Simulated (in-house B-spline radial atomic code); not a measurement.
A radial electron density 4πr²n(r) was computed for an atom or ion in its tabulated ground configuration with a B-spline radial code for spherical atoms; method: non-relativistic Hartree-Fock, average of configuration. Columns: r (bohr), 4πr²n(r) (electrons per bohr), bar.

```
 0.00306   0.7371 #
 0.00364    1.017 ##
 0.00433    1.396 ##
 0.00515    1.905 ###
 0.00612    2.577 ####
 0.00728    3.466 ######
 0.00866    4.616 #######
  0.0103    6.077 ##########
  0.0122    7.844 #############
  0.0146    10.11 ################
  0.0173    12.62 ####################
  0.0206    15.49 #########################
  0.0245    18.49 ##############################
  0.0291    21.36 ##################################
  0.0347    23.87 ######################################
  0.0412     25.5 #########################################
   0.049    26.02 ##########################################
  0.0583    25.26 #########################################
  0.0693    23.43 ######################################
  0.0825     21.1 ##################################
  0.0981    19.26 ###############################
   0.117    18.85 ##############################
   0.139    20.34 #################################
   0.165    23.26 #####################################
   0.196    26.23 ##########################################
   0.233    27.44 ############################################
   0.278    25.46 #########################################
    0.33    20.53 #################################
   0.393    14.11 #######################
   0.467    8.686 ##############
   0.555    5.657 #########
    0.66    4.797 ########
   0.785    4.667 #######
   0.934    3.993 ######
    1.11    2.647 ####
    1.32    1.282 ##
    1.57   0.4342 #
    1.87  0.09619 
    2.22   0.0137 
    2.64 0.001104 
    3.14 4.627e-05
```

(1) Which atom or ion is it?
A. Mn10+
B. Ti9+
C. Ca9+
D. Ti8+

Results:

(1) B. The area under the curve, ∫4πr²n dr = ∫r·4πr²n d(ln r) on this logarithmic grid, is 13 electrons, which only this option has. The configuration is [Ne] 3s2 3p1.
